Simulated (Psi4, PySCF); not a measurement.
Two rigid molecules brought together: C4H12O3Si ··· CH4O (SMILES CO[Si](C)(OC)OC and CO). Monomers: optimised at B3LYP-D3(BJ) (def2-SVP and def2-TZVP), held rigid. Orientation: lowest of the rigid-body minima from ten starts at GFN2-xTB. R is the distance of the centres of mass, along which the second monomer moves. The table gives interaction energies.

```
R / Å       A       B       C
-----  ------  ------  ------
3.25    13.30   -7.29  -12.20
3.44   -10.79  -22.26  -21.36
3.66   -20.68  -26.66  -19.51
3.88   -21.63  -25.11  -14.50
4.05   -19.97  -22.38  -11.04
4.35   -15.81  -17.12   -6.88
4.69   -11.39  -12.25   -4.40
5.14    -7.08   -7.97   -2.82
5.86    -3.56   -4.33   -1.65
6.83    -1.85   -2.21   -0.94
8.12    -0.96   -1.10   -0.52
```

Energies in kJ/mol.

Question: Assign the columns to these levels of theory: restricted Hartree-Fock/6-31G*, spherical d, no counterpoise correction (PySCF); PySCF with restricted Hartree-Fock/STO-3G, no counterpoise correction; SAPT0/jun-cc-pVDZ, frozen core run with Psi4 1.11.

Answer: A is RHF/6-31G*; B is SAPT0/jun-cc-pVDZ; C is RHF/STO-3G.
